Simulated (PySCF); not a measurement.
C2H5ClOSi.
SMILES with atom numbers: `[CH2:1]=[CH:2][O:3][SiH2:4][Cl:5]` (hydrogens: H6, H7 on C1; H8 on C2; H9, H10 on Si4)

Torsions of this conformer, `[CH2:1]=[CH:2][O:3][SiH2:4][Cl:5]`: C1–C2–O3–Si4 19°, C2–O3–Si4–Cl5 -72°.

The closed-shell ground state was solved at several levels (PySCF, density fitting, gas phase, non-relativistic). One conformer (not necessarily the lowest) at the PBE0-D3(BJ)/def2-SVP geometry, without solvent, vibrations or thermal averaging.

```json
{"level": "wB97X-D/pcSseg-2", "basis functions": "264", "total energy (Eh)": "-904.2408", "HOMO (eV)": "-9.14", "LUMO (eV)": "1.73", "gap (eV)": "10.87", "dipole (D)": "1.31"}
{"level": "PBE0/pcSseg-1", "basis functions": "124", "total energy (Eh)": "-903.6931", "HOMO (eV)": "-7.29", "LUMO (eV)": "0.09", "gap (eV)": "7.38", "dipole (D)": "1.46"}
```

(1) Estimate the row for PBE0/def2-SVPD, a basis of 154 functions; the other rows only guide the guess.

(2) Over all these levels, which gives the widest orbital gap and which the narrowest?

(3) How far do the dipole and the HOMO energy spread over the levels?

Results:

(1) Total energy -903.4081 Eh, HOMO -7.30 eV, LUMO -0.05 eV, gap 7.25 eV, dipole 1.24 D.

(2) wB97X-D/pcSseg-2 (range-separated hybrid) has the widest, 10.87 eV, and PBE0/def2-SVPD (global hybrid, 25 % exact exchange) the narrowest, 7.25 eV. Functional and basis both differ between the two, so the spread mixes both effects.

(3) The dipole runs from 1.24 to 1.46 D (mean 1.34 D) and the HOMO from -9.14 to -7.29 eV.

The pairwise dispersion term of wB97X-D wasn't added to the energies; at a given geometry it leaves orbitals and properties as they are.
